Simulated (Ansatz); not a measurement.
# Nudged elastic band run: CH$_{10}$N$_{2}$SSi

Input:

```yaml
crystal:
  periodic: [false, false, false]
  atoms:
    - { symbol: Si, position_ang: [0.533832, 0.866041, -0.896719] }
    - { symbol: "N", position_ang: [0.344471, -0.290643, 0.405463] }
    - { symbol: C, position_ang: [-0.487831, -1.490105, 0.282921] }
    - { symbol: H, position_ang: [1.345718, 1.952035, -0.296419] }
    - { symbol: H, position_ang: [-0.849811, 1.25197, -1.26975] }
    - { symbol: "N", position_ang: [1.303929, 0.44541, -2.391097] }
    - { symbol: H, position_ang: [-0.625632, 0.670436, 2.092693] }
    - { symbol: S, position_ang: [-1.243143, 1.058237, 3.247845] }
    - { symbol: H, position_ang: [1.180618, -0.46801, 0.95603] }
    - { symbol: H, position_ang: [-1.401645, -1.237979, -0.266279] }
    - { symbol: H, position_ang: [0.005975, -2.316993, -0.248996] }
    - { symbol: H, position_ang: [-0.790063, -1.851248, 1.272871] }
    - { symbol: H, position_ang: [0.819207, -0.100975, -3.093595] }
    - { symbol: H, position_ang: [2.304448, 0.292389, -2.438317] }
    - { symbol: H, position_ang: [-2.43987, 1.219337, 2.643346] }
basis:
  gaussian: { orbitals: "6-31G*" }
hamiltonian:
  xc: b3lyp
neb:
  order_check: false
  images: 5
  f_tol: 0.05
  max_iterations: 60
  final_atoms:
    - { symbol: Si, position_ang: [0.02656335, 2.23025556, -0.71301788] }
    - { symbol: "N", position_ang: [0.38036707, -1.44798195, 0.53862229] }
    - { symbol: C, position_ang: [-0.6004168, -2.51540096, 0.30173777] }
    - { symbol: H, position_ang: [0.63244159, 3.4913707, -1.21102383] }
    - { symbol: H, position_ang: [-1.37165517, 2.12318266, -1.20718777] }
    - { symbol: "N", position_ang: [1.0277585, 0.94271466, -1.22816954] }
    - { symbol: H, position_ang: [0.00832657, -0.77080128, 1.20535124] }
    - { symbol: S, position_ang: [-0.17676245, 2.27094275, 1.47363192] }
    - { symbol: H, position_ang: [1.21668691, -1.83593963, 0.97294653] }
    - { symbol: H, position_ang: [-1.50037962, -2.080328, -0.14394044] }
    - { symbol: H, position_ang: [-0.18896905, -3.23014587, -0.41831608] }
    - { symbol: H, position_ang: [-0.90218165, -3.07347466, 1.20248339] }
    - { symbol: H, position_ang: [0.88901345, 0.00407068, -0.83263128] }
    - { symbol: H, position_ang: [1.99608047, 1.1321874, -1.45225598] }
    - { symbol: H, position_ang: [-1.43667015, 2.75924996, 1.51176664] }
  initial_path:
    images:
      - { positions_ang: [[0.533832, 0.866041, -0.896719], [0.344471, -0.290643, 0.405463], [-0.487831, -1.490105, 0.282921], [1.345718, 1.952035, -0.296419], [-0.849811, 1.25197, -1.26975], [1.303929, 0.44541, -2.391097], [-0.625632, 0.670436, 2.092693], [-1.243143, 1.058237, 3.247845], [1.180618, -0.46801, 0.95603], [-1.401645, -1.237979, -0.266279], [0.005975, -2.316993, -0.248996], [-0.790063, -1.851248, 1.272871], [0.819207, -0.100975, -3.093595], [2.304448, 0.292389, -2.438317], [-2.43987, 1.219337, 2.643346]] }
      - { positions_ang: [[0.39195879, 0.96277111, -0.78049752], [0.27802764, -0.42615735, 0.43464315], [-0.5878623, -1.58493163, 0.26942531], [0.98335257, 2.16879362, -0.46096056], [-0.98457347, 1.10757767, -1.1669438], [1.38884136, 0.51294312, -2.03427569], [-0.44339528, 0.44268373, 1.93438078], [-0.87412925, 1.29174983, 2.79580021], [1.14987456, -0.66217466, 0.83668446], [-1.53385629, -1.28232712, -0.11101303], [-0.18686994, -2.29825255, -0.40377543], [-0.77631889, -2.07784667, 1.19222313], [1.11475039, -0.17298216, -2.58336532], [2.19334886, 0.61532332, -2.29281658], [-2.11294574, 1.40273173, 2.37048788]] }
      - { positions_ang: [[0.25008557, 1.05950122, -0.66427605], [0.21158427, -0.5616717, 0.46382331], [-0.68789359, -1.67975825, 0.25592962], [0.62098713, 2.38555224, -0.62550212], [-1.11933594, 0.96318535, -1.06413761], [1.47375373, 0.58047624, -1.67745439], [-0.26115855, 0.21493146, 1.77606856], [-0.50511549, 1.52526265, 2.34375543], [1.11913111, -0.85633932, 0.71733892], [-1.66606758, -1.32667524, 0.04425294], [-0.37971489, -2.27951209, -0.55855485], [-0.76257478, -2.30444535, 1.11157527], [1.41029378, -0.24498931, -2.07313564], [2.08224972, 0.93825765, -2.14731615], [-1.78602149, 1.58612647, 2.09762977]] }
      - { positions_ang: [[0.10821236, 1.15623133, -0.54805457], [0.14514091, -0.69718604, 0.49300346], [-0.78792489, -1.77458488, 0.24243393], [0.2586217, 2.60231086, -0.79004368], [-1.25409841, 0.81879302, -0.96133141], [1.55866609, 0.64800935, -1.32063308], [-0.07892183, -0.01282081, 1.61775634], [-0.13610174, 1.75877548, 1.89171064], [1.08838767, -1.05050398, 0.59799339], [-1.79827887, -1.37102337, 0.19951891], [-0.57255983, -2.26077164, -0.71333428], [-0.74883067, -2.53104402, 1.0309274], [1.70583717, -0.31699647, -1.56290597], [1.97115058, 1.26119197, -2.00181573], [-1.45909723, 1.7695212, 1.82477165]] }
      - { positions_ang: [[0.08099602, 1.51423941, -0.60304234], [0.22354963, -0.94745135, 0.50820974], [-0.72542219, -2.02152357, 0.26220188], [0.38322833, 2.89866414, -0.9303704], [-1.29328399, 1.25358956, -1.04328353], [1.38169689, 0.74624445, -1.2898119], [-0.04983903, -0.26548096, 1.48028798], [-0.14965531, 1.9294979, 1.75235106], [1.13115408, -1.31231587, 0.72297777], [-1.69897912, -1.60745825, 0.08503246], [-0.44469624, -2.58389638, -0.61499488], [-0.79994767, -2.71185423, 1.08811273], [1.43356259, -0.20997409, -1.31948107], [1.97946054, 1.21819045, -1.81862915], [-1.45162154, 2.09943079, 1.72043665]] }
      - { positions_ang: [[0.05377968, 1.87224748, -0.65803011], [0.30195835, -1.19771665, 0.52341602], [-0.66291949, -2.26846227, 0.28196982], [0.50783496, 3.19501742, -1.07069711], [-1.33246958, 1.68838611, -1.12523565], [1.2047277, 0.84447955, -1.25899072], [-0.02075623, -0.51814112, 1.34281961], [-0.16320888, 2.10022032, 1.61299149], [1.1739205, -1.57412775, 0.84796215], [-1.59967937, -1.84389312, -0.02945399], [-0.31683265, -2.90702113, -0.51665548], [-0.85106466, -2.89266445, 1.14529806], [1.16128802, -0.10295171, -1.07605617], [1.98777051, 1.17518892, -1.63544256], [-1.44414584, 2.42934037, 1.61610165]] }
      - { positions_ang: [[0.02656335, 2.23025556, -0.71301788], [0.38036707, -1.44798195, 0.53862229], [-0.6004168, -2.51540096, 0.30173777], [0.63244159, 3.4913707, -1.21102383], [-1.37165517, 2.12318266, -1.20718777], [1.0277585, 0.94271466, -1.22816954], [0.00832657, -0.77080128, 1.20535124], [-0.17676245, 2.27094275, 1.47363192], [1.21668691, -1.83593963, 0.97294653], [-1.50037962, -2.080328, -0.14394044], [-0.18896905, -3.23014587, -0.41831608], [-0.90218165, -3.07347466, 1.20248339], [0.88901345, 0.00407068, -0.83263128], [1.99608047, 1.1321874, -1.45225598], [-1.43667015, 2.75924996, 1.51176664]] }
```

Launched with:

```bash
$ ansatz run input.yaml --threads 2 --pin off --max-ram 3072MiB --backend cpu --events-out ev --progress --plain --runs-dir out
```

Output, in part (warnings, iteration lines, the closing report on the highest movable image, with atoms numbered from 0):

```
NEB end point (image 0): max|allowed force component| = 2.313e-2 eV/Å (the criterion of neb.relax_end_points is 1.000e-2)
NEB end point (image 6): max|allowed force component| = 2.543e-2 eV/Å (the criterion of neb.relax_end_points is 1.000e-2)
NEB iter   1: max|band force component| = 1.194e1 eV/Å  barrier→ = 3.0694 eV  barrier← = 3.3149 eV  Δτ_max = 0.2000 Å  (186 SCF iters)
NEB iter   2: max|band force component| = 1.864e0 eV/Å  barrier→ = 1.1054 eV  barrier← = 1.3509 eV  Δτ_max = 0.2000 Å  (142 SCF iters)
NEB iter   3: max|band force component| = 9.172e0 eV/Å  barrier→ = 1.6623 eV  barrier← = 1.9078 eV  Δτ_max = 0.1016 Å  (146 SCF iters)
NEB iter   4: max|band force component| = 8.412e-1 eV/Å  barrier→ = 0.8103 eV  barrier← = 1.0558 eV  Δτ_max = 0.1979 Å  (144 SCF iters)
NEB iter   5: max|band force component| = 6.866e-1 eV/Å  barrier→ = 0.7659 eV  barrier← = 1.0114 eV  Δτ_max = 0.1285 Å  (138 SCF iters)
NEB iter   6: max|band force component| = 7.538e-1 eV/Å  barrier→ = 0.6666 eV  barrier← = 0.9121 eV  Δτ_max = 0.0650 Å  (141 SCF iters)
NEB iter   7: max|band force component| = 3.770e-1 eV/Å  barrier→ = 0.6064 eV  barrier← = 0.8518 eV  CI = image 3  Δτ_max = 0.1296 Å  (146 SCF iters)
NEB iter   8: max|band force component| = 3.926e-1 eV/Å  barrier→ = 0.7629 eV  barrier← = 1.0084 eV  CI = image 3  Δτ_max = 0.0649 Å  (142 SCF iters)
NEB iter   9: max|band force component| = 3.384e-1 eV/Å  barrier→ = 0.8145 eV  barrier← = 1.0600 eV  CI = image 3  Δτ_max = 0.0648 Å  (143 SCF iters)
NEB iter  10: max|band force component| = 3.103e-1 eV/Å  barrier→ = 0.8343 eV  barrier← = 1.0798 eV  CI = image 3  Δτ_max = 0.1292 Å  (143 SCF iters)
NEB iter  11: max|band force component| = 3.350e-1 eV/Å  barrier→ = 0.8431 eV  barrier← = 1.0886 eV  CI = image 3  Δτ_max = 0.1289 Å  (141 SCF iters)
NEB iter  12: max|band force component| = 5.050e-1 eV/Å  barrier→ = 0.8281 eV  barrier← = 1.0735 eV  CI = image 3  Δτ_max = 0.1289 Å  (140 SCF iters)
NEB iter  13: max|band force component| = 5.382e-1 eV/Å  barrier→ = 0.8218 eV  barrier← = 1.0672 eV  CI = image 3  Δτ_max = 0.1707 Å  (137 SCF iters)
NEB iter  14: max|band force component| = 2.155e-1 eV/Å  barrier→ = 0.7890 eV  barrier← = 1.0345 eV  CI = image 3  Δτ_max = 0.1996 Å  (141 SCF iters)
NEB iter  15: max|band force component| = 4.991e-1 eV/Å  barrier→ = 0.7795 eV  barrier← = 1.0249 eV  CI = image 3  Δτ_max = 0.1001 Å  (140 SCF iters)
NEB iter  16: max|band force component| = 7.480e-1 eV/Å  barrier→ = 0.8041 eV  barrier← = 1.0495 eV  CI = image 3  Δτ_max = 0.0503 Å  (142 SCF iters)
NEB iter  17: max|band force component| = 6.952e-1 eV/Å  barrier→ = 0.7972 eV  barrier← = 1.0427 eV  CI = image 3  Δτ_max = 0.0998 Å  (144 SCF iters)
NEB iter  18: max|band force component| = 5.139e-1 eV/Å  barrier→ = 0.7842 eV  barrier← = 1.0297 eV  CI = image 3  Δτ_max = 0.1977 Å  (141 SCF iters)
NEB iter  19: max|band force component| = 2.121e-1 eV/Å  barrier→ = 0.7617 eV  barrier← = 1.0071 eV  CI = image 3  Δτ_max = 0.1316 Å  (140 SCF iters)
NEB iter  20: max|band force component| = 3.119e-1 eV/Å  barrier→ = 0.7512 eV  barrier← = 0.9967 eV  CI = image 3  Δτ_max = 0.0668 Å  (143 SCF iters)
NEB iter  21: max|band force component| = 2.672e-1 eV/Å  barrier→ = 0.7453 eV  barrier← = 0.9908 eV  CI = image 3  Δτ_max = 0.0668 Å  (143 SCF iters)
NEB iter  22: max|band force component| = 1.911e-1 eV/Å  barrier→ = 0.7396 eV  barrier← = 0.9850 eV  CI = image 3  Δτ_max = 0.1337 Å  (140 SCF iters)
NEB iter  23: max|band force component| = 1.523e-1 eV/Å  barrier→ = 0.7367 eV  barrier← = 0.9821 eV  CI = image 3  Δτ_max = 0.1364 Å  (142 SCF iters)
NEB iter  24: max|band force component| = 5.440e-1 eV/Å  barrier→ = 0.7354 eV  barrier← = 0.9809 eV  CI = image 3  Δτ_max = 0.0670 Å  (141 SCF iters)
NEB iter  25: max|band force component| = 1.065e-1 eV/Å  barrier→ = 0.7331 eV  barrier← = 0.9785 eV  CI = image 3  Δτ_max = 0.1327 Å  (134 SCF iters)
NEB iter  26: max|band force component| = 7.800e-1 eV/Å  barrier→ = 0.7338 eV  barrier← = 0.9792 eV  CI = image 3  Δτ_max = 0.0675 Å  (135 SCF iters)
NEB iter  27: max|band force component| = 1.044e-1 eV/Å  barrier→ = 0.7340 eV  barrier← = 0.9795 eV  CI = image 3  Δτ_max = 0.0601 Å  (138 SCF iters)
NEB iter  28: max|band force component| = 5.010e-2 eV/Å  barrier→ = 0.7336 eV  barrier← = 0.9791 eV  CI = image 3  Δτ_max = 0.0263 Å  (128 SCF iters)
NEB iter  29: max|band force component| = 5.065e-2 eV/Å  barrier→ = 0.7334 eV  barrier← = 0.9788 eV  CI = image 3  Δτ_max = 0.0132 Å  (129 SCF iters)
NEB iter  30: max|band force component| = 2.405e-2 eV/Å  barrier→ = 0.7333 eV  barrier← = 0.9788 eV  CI = image 3  Δτ_max = 0.0000 Å  (249 SCF iters)
Total energy: -22893.40768637 eV, -841.3172147652 hartree
Atom 0 at     0.338696     0.993528    -0.510797 Å, force    -0.010574    -0.008408    -0.018860 eV/Å
Atom 1 at     0.292663    -0.438942     0.739162 Å, force    -0.008214    -0.004913    -0.003915 eV/Å
Atom 2 at    -0.492215    -1.631277     0.332954 Å, force     0.004042     0.002568    -0.001078 eV/Å
Atom 3 at     1.269903     1.984210     0.049164 Å, force    -0.001294    -0.001525     0.003568 eV/Å
Atom 4 at    -1.044001     1.191491    -0.969625 Å, force     0.003632     0.004419     0.000390 eV/Å
Atom 5 at     1.150212     0.316224    -1.890173 Å, force    -0.009861     0.005258     0.007358 eV/Å
Atom 6 at    -0.175993     0.102026     1.561211 Å, force    -0.000844    -0.006465    -0.001039 eV/Å
Atom 7 at    -1.003267     1.873141     2.038438 Å, force     0.006462     0.009242     0.015603 eV/Å
Atom 8 at     1.243153    -0.708700     1.005479 Å, force     0.000842     0.003321     0.008080 eV/Å
Atom 9 at    -1.536694    -1.328955     0.227462 Å, force     0.001126    -0.000374    -0.000746 eV/Å
Atom 10 at    -0.120055    -2.011539    -0.621341 Å, force     0.001907     0.000549     0.000577 eV/Å
Atom 11 at    -0.422691    -2.408650     1.097692 Å, force     0.000265     0.000839     0.001024 eV/Å
Atom 12 at     0.648740     0.062965    -2.731392 Å, force     0.012278    -0.004257    -0.002179 eV/Å
Atom 13 at     2.132069     0.477021    -2.074681 Å, force    -0.002345     0.001418    -0.003576 eV/Å
Atom 14 at    -2.280318     1.527359     1.746444 Å, force     0.002578    -0.001673    -0.005206 eV/Å
Dipole moment:     0.634296    -1.298534    -1.055668 e Å
```

It converged. A vibrational analysis at the climbing image gives one clearly imaginary mode, 115i cm⁻¹: a first-order saddle point. The orbitals stay closed-shell, which can raise the energy where a bond breaks towards radicals; this wasn't checked here.

Final band (atoms are numbered from 1 in the order of the input):

```csv
image,path coordinate (Å),energy (kJ/mol),Si1–N2 (Å),H7–S8 (Å),Si1–S8 (Å)
0,0.00,0.0,1.75,1.37,4.51
1,1.02,1.1,1.75,1.37,4.21
2,2.04,14.1,1.76,1.39,3.60
3,3.06,70.8,1.90,2.01,3.01
4,5.12,51.5,2.20,2.50,2.31
5,7.18,-2.1,3.24,2.82,2.21
6,9.23,-23.7,3.90,3.06,2.20
```

The run took 8.9 min on 2 threads of Arm Neoverse V2 (shared host), peak memory 0.24 GiB.
